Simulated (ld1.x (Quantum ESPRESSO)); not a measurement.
## Plane-wave convergence, TM potential for mercury (Hg)

- Element: mercury
- Generator: ld1.x (Quantum ESPRESSO) 7.5
- Type: norm-conserving Troullier–Martins (Kleinman–Bylander form)
- Functional: LDA (PZ)
- Relativity: fully relativistic
- Frozen core: [Xe] 4f14
- Valence charge: 12
- Reference configuration: 5d10 6s2 6p0
- Partial waves: 6s (bound): rc 2.10 bohr; 6p (bound, empty): rc 2.35 bohr; 5d (bound): rc 1.60 bohr
- Local potential: all-electron potential smoothed inside 1.85 bohr (lloc = -1)
- Core correction: Bessel-smoothed model core, default radius (core density twice the valence density)

Open shells are filled in proportion to 2j + 1 (rel_dist='average').

The pseudo-atom Hamiltonian at the reference potential is diagonalised in spherical Bessel functions j_l(qr) that vanish at 20 bohr, with q² up to the cutoff. All-electron valence levels (Ry): 6s -0.5252, 6p1/2 -0.1289, 6p3/2 -0.0751, 5d3/2 -0.8242, 5d5/2 -0.6883.

How do the lowest levels (Ry) of each channel move with the cutoff, and are there ghosts?

```tsv
cutoff (Ry)	s #1	s #2	p1/2 #1	p3/2 #1	p3/2 #2	d3/2 #1	d5/2 #1	f #1	f #2	Σ f·Δε (mRy)
8	-0.5192	-0.0812	-0.1269	-0.0740	0.0565	0.0302	0.0328	0.1168	0.2479	7756.6
15	-2.0591	-0.5190	-0.1287	-0.0744	0.0564	-0.2926	-0.2608	0.1168	0.2478	4703.8
30	-3.0003	-0.5250	-0.1288	-0.0749	0.0562	-0.7615	-0.6474	0.1168	0.2478	496.5
45	-3.0229	-0.5251	-0.1288	-0.0750	0.0562	-0.8220	-0.6873	0.1168	0.2478	14.7
70	-3.0235	-0.5252	-0.1288	-0.0750	0.0562	-0.8241	-0.6882	0.1168	0.2478	1.0
100	-3.0235	-0.5252	-0.1289	-0.0750	0.0562	-0.8242	-0.6883	0.1168	0.2478	0.0
400	-3.0235	-0.5252	-0.1289	-0.0750	0.0562	-0.8242	-0.6883	0.1168	0.2478	0.0
```

Result: ghost state, extra bound levels that the all-electron valence spectrum of the same l lacks: s at -41.1 eV (a true bound ghost makes a file unfit for plane-wave use); 10 mRy is reached at 50 Ry and 1 mRy at 80 Ry.
